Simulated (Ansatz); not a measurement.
Born–Oppenheimer molecular dynamics of Cl2GaH (4 atoms, charge 0, multiplicity 1). It starts from a relaxed structure.

Method: Ansatz, RKS BHLYP-D4/def2-SVP.

```yaml
ensemble: NVT, Nosé–Hoover chain
time_step: 0.5 fs
steps_asked: 150
set_temperature: 1000 K
thermostat: time constant 20 fs, chain length 1
seed: 856639
```

First frame:

```xyz
4
Properties=species:S:1:pos:R:3
Ga 0.016 0.000 -0.009
Cl -0.071 0.000 2.124
H 1.350 0.000 -0.779
Cl -1.875 0.000 -1.000
```

Q: How far do the bonds stretch over the last three quarters of this one trajectory? (Pairs bonded in most of those frames.)

A: 
```json
{"bond": "Ga1–Cl2", "mean (Å)": "2.127", "spread (Å)": "0.049", "shortest": "2.07", "longest": "2.20"}
{"bond": "Ga1–H3", "mean (Å)": "1.608", "spread (Å)": "0.142", "shortest": "1.36", "longest": "1.84"}
{"bond": "Ga1–Cl4", "mean (Å)": "2.143", "spread (Å)": "0.016", "shortest": "2.11", "longest": "2.16"}
```

Mean temperature of the second half: 1207 K. The conserved energy stayed within 1.3 meV per atom of its start (net change 0.16 meV per atom), so the integration is sound. The mean temperature of the second half is 21 % above the set value. A run of 0.075 ps of so small a system gives no equilibrium averages.

Run time: 11 min on 1 thread of Intel(R) Xeon(R) Platinum 8259CL CPU @ 2.50GHz (Skylake/Cascade Lake) (shared host), peak memory 0.17 GiB.
